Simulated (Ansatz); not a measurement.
Input file for Ansatz (a first-principles code): R-CCSD(T)/cc-pVTZ on C2H6O (SMILES CCO).

Ansatz 0.2 input:
```yaml
crystal:
  periodic: [false, false, false]
  atoms:
    - {symbol: C, position_ang: [-0.86945823, 0.22543886, 0.19974557]}
    - {symbol: C, position_ang: [0.38902598, -0.35353409, -0.42417176]}
    - {symbol: O, position_ang: [1.56359268, 0.37346575, -0.07464728]}
    - {symbol: H, position_ang: [-1.75314064, -0.32642472, -0.12950277]}
    - {symbol: H, position_ang: [-0.98974149, 1.27288739, -0.08075787]}
    - {symbol: H, position_ang: [-0.82897546, 0.16580361, 1.29101413]}
    - {symbol: H, position_ang: [0.49571787, -1.41153713, -0.15303886]}
    - {symbol: H, position_ang: [0.33271285, -0.30098529, -1.51233170]}
    - {symbol: H, position_ang: [1.66016643, 0.35488562, 0.88369054]}
basis:
  gaussian:
    orbitals: cc-pVTZ
magnetization: {spin_polarized: false}
correlation: {method: ccsd_t, electrons: outside_noble_gas}
scf: {lower_state_search: off}
```

Output:

```
WARN ansatz: RAYON_NUM_THREADS=4 ignored (pool sized by the plan → 4); use --threads N
Functional definition: HF
these checks for a lower state are left out or cut short: stability, starts, cluster_reference, orbital_swaps, neighbouring_geometries, increment
integrals: 0.55 GiB planned
984 factors; integrals over basis functions are off by at most 1.1e-3 eV
mean field: 0.38 GiB planned
mean field evaluation 1: about -4191.8490 eV, gradient 3.4e1 eV
mean field evaluation 2: about -4191.8495 eV, gradient 3.4e1 eV
mean field evaluation 4: about -4194.3842 eV, gradient 3.5e0 eV
mean field evaluation 8: about -4194.4193 eV, gradient 1.5e-4 eV
mean field -4194.41927792 eV, -154.1420653842 hartree, gradient 2.4e-6 eV, S^2 0.000000; 0 other end points of the search recorded, 0 dependent functions left out
3 core orbitals not correlated
reference -4194.41927792 eV, -154.1420653842 hartree; 10, 10 occupied and 161, 161 virtual orbitals, 984 factors
second order -16.38120453 eV of doubles, -0.00000000 eV of singles
coupled cluster: 1.61 GiB planned
cycle   1  -16.73119411 eV  change   -3.5e-1 eV  update   7.3e-2
cycle   2  -17.10263840 eV  change   -3.7e-1 eV  update   2.1e-2
cycle   3  -17.16957386 eV  change   -6.7e-2 eV  update   9.0e-3
cycle   4  -17.16555993 eV  change    4.0e-3 eV  update   1.9e-3
cycle   5  -17.16602984 eV  change   -4.7e-4 eV  update   7.9e-4
cycle   6  -17.16637954 eV  change   -3.5e-4 eV  update   2.2e-4
cycle   7  -17.16631011 eV  change    6.9e-5 eV  update   9.4e-5
cycle   8  -17.16629252 eV  change    1.8e-5 eV  update   3.0e-5
cycle   9  -17.16629593 eV  change   -3.4e-6 eV  update   1.1e-5
perturbative correction -0.60913733 eV, -0.0223853840 hartree
Total energy: -4212.19471118 eV, -154.7953005079 hartree
Checks for a lower state left out: stability, starts, cluster_reference, orbital_swaps, neighbouring_geometries, increment
```

The calculation finished and met its thresholds.

Cost: roughly 40 core-seconds.
